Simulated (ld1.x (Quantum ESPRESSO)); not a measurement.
# Ranking RRKJ potentials for H (Z = 1)

All share these settings but for the change named:

```
Element                 : H
Generator               : ld1.x (Quantum ESPRESSO) 7.5
Type                    : norm-conserving RRKJ (Kleinman–Bylander form)
Functional              : PBE
Relativity              : scalar-relativistic
Frozen core             : none
Valence charge          : 1
Reference configuration : 1s1
Partial waves           : 1s (bound): rc 1.25 bohr; 2p channel at 0.2 Ry: rc 1.30 bohr
Local potential         : all-electron potential smoothed inside 0.95 bohr (lloc = -1)
Core correction         : none
rho0                    : 0.01
```

Cutoff: the first of the cutoffs (Ry, on a coarse ladder) from which the occupation-weighted sum of valence levels, in a spherical-Bessel basis at the reference potential, stays within 10 and 1 mRy of its value at 400 Ry; the density cutoff is not measured.

The base gives 90 Ry.

Of 11 variants that were run, those that failed, showed a ghost or another fault, or gave nearly equal values are left out.

A variant can come out equal or close to the base.

**Question.** Rank these variants from softest to hardest (loose cutoff).
A. local potential the s channel
B. all radii scaled by about 0.78 (s 0.98, p 1.02 bohr); local potential all-electron potential smoothed inside 0.74 bohr (lloc = -1)
C. local potential all-electron potential smoothed inside 1.10 bohr (lloc = -1)
D. wave 1s (bound): rc 1.25 bohr becomes 1s (bound): rc 1.46 bohr

**Answer.** A (21 Ry), D (70 Ry), C (90 Ry), B (140 Ry).
